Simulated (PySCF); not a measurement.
BiH2Br, SMILES [Br][BiH2].

The structure is a stationary point at B3LYP-D3(BJ)/def2-TZVP. The def2 effective core potentials stand for the cores of Bi; spin–orbit coupling is left out.

These are B3LYP-D3(BJ)/def2-TZVP (PySCF) values and carry that method's errors.

Frequencies are harmonic and unscaled.

### Question
Give all harmonic wavenumbers and intensities. (An estimate is asked for; the answer gives what the named calculation found.)

### Answer

```csv
mode,ν (cm⁻¹),IR (km/mol),Raman (Å⁴/amu),depolarisation,moving atoms (share of kinetic energy)
1,211,16.0,10.4,0.29,"Br 72 %, Bi 28 %"
2,530,1.1,25.6,0.75,H 99 %
3,544,38.1,28.0,0.62,H 98 %
4,770,18.8,40.4,0.75,H 99 %
5,1789,207.6,287.8,0.10,H 100 %
6,1795,209.9,198.6,0.75,H 100 %
```
